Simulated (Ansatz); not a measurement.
Basis-set extrapolation for CH$_{2}$BN$_{3}$ (`NB1N=C=N1`) (PBE0-D4/def2-TZVP geometry, frozen core, Ansatz). Multiplicity 1, RHF reference.

```tsv
	def2-TZVPP	def2-QZVPP
HF	-227.059983	-227.069989
MP2 correlation	-0.829245	-0.885928
CCSD(T) correlation	-0.886515	not run
```

Energies in hartree. Use E(X) = E(∞) + A·exp(−7.88·√X) for Hartree–Fock and E(X) = E(∞) + B·X^(−2.97) for correlation, with X = 3 and 4, and add CCSD(T) minus MP2 of the smaller set to the MP2 limit.

What is the CCSD(T) energy at the basis-set limit?

HF limit: -227.069989 + (-0.010006) × 0.13774 = -227.07137. MP2 limit: -0.885928 + (-0.056683) × 0.74074 = -0.92792. Higher-order term: -0.886515 − (-0.829245) = -0.05727. Total: -228.05656 hartree, 289.0 kJ/mol below CCSD(T)/def2-TZVPP.
